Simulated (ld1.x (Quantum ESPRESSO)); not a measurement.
## Se (Z = 34): one change to a PAW potential, before and after

```
Element                 : selenium (Se)
Generator               : ld1.x (Quantum ESPRESSO) 7.5
Type                    : PAW
Functional              : PBE
Relativity              : scalar-relativistic
Frozen core             : [Ar]
Valence charge          : 16
Reference configuration : 3d10 4s1.75 4p4.25
Partial waves           : 4s (bound): rcut 1.20, rcutus 1.40 bohr; 4s channel at -0.85 Ry: rcut 1.20, rcutus 1.40 bohr; 4p (bound): rcut 1.30, rcutus 1.40 bohr; 4p channel at 3.65 Ry: rcut 1.30, rcutus 1.40 bohr; 3d (bound): rcut 0.60, rcutus 0.65 bohr; 3d channel at 1.25 Ry: rcut 0.60, rcutus 0.65 bohr
Local potential         : all-electron potential smoothed inside 0.85 bohr (lloc = -1)
Core correction         : Bessel-smoothed model core inside 0.60 bohr
Augmentation charge     : PSQ, inside the norm-conserving radii
```

Change: all radii but the core radius scaled by about 1.26 (s 1.76, p 1.76, d 0.82 bohr, rcut 1.50/1.64/0.76); local potential all-electron potential smoothed inside 1.06 bohr (lloc = -1).

Cutoffs: the cutoffs (Ry, on a coarse ladder) from which the occupation-weighted sum of valence levels, in a spherical-Bessel basis at the reference potential, stays within 10 and 1 mRy of its value at 400 Ry; they do not see the model core or the augmentation charge, which bear on the density cutoff. Errors are all-electron minus pseudo energies relative to the spin-unpolarised reference configuration.

Task: Predict the effect on cutoff, ghosts and configuration errors.

Result: The bound ghosts move from p, s to s; of the 7 tests that both files solve, the error grows in 0 and shrinks in 5 by more than 15 % and 0.3 meV (median size 6.2 → 2.4 meV). That the errors move this way runs against the usual rule that smaller radii transfer better.

```csv
quantity,base,changed
"cutoff, loose",over 300 Ry,260 Ry
"cutoff, tight",over 300 Ry,over 300 Ry
loose cutoff by channel (10 mRy a level),"s 21 Ry, p 8 Ry, d 230 Ry","s 6 Ry, p 8 Ry, d 160 Ry"
bound ghosts,"s, p",s
"error for 3d10 4s2 4p4, meV [ΔE -2.70 eV]",+0.2,+0.2
"error for 3d10 4s2 4p3, meV [ΔE 8.14 eV]",-2.5,-1.2
"error for 3d10 4s2 4p2, meV [ΔE 28.49 eV]",-8.3,-4.0
"error for 3d10 4s1 4p4, meV [ΔE 19.68 eV]",-6.2,-2.4
"error for 3d10 4s2 4p1, meV [ΔE 59.36 eV]",-16,-9.5
"error for 3d9 4s2 4p5, meV [ΔE 48.97 eV]",-424,-485
"error for 3d10 4s1 4p5, meV [ΔE 8.18 eV]",-1.6,-0.5
lowest overlap eigenvalue by channel,"s 0.43, p 0.60, d 0.91","s 0.24, p 0.51, d 1.00"
```

 A true bound ghost makes a file unfit for plane-wave use even where its test errors are small: the radial tests pick states by their node count and pass the ghost by.
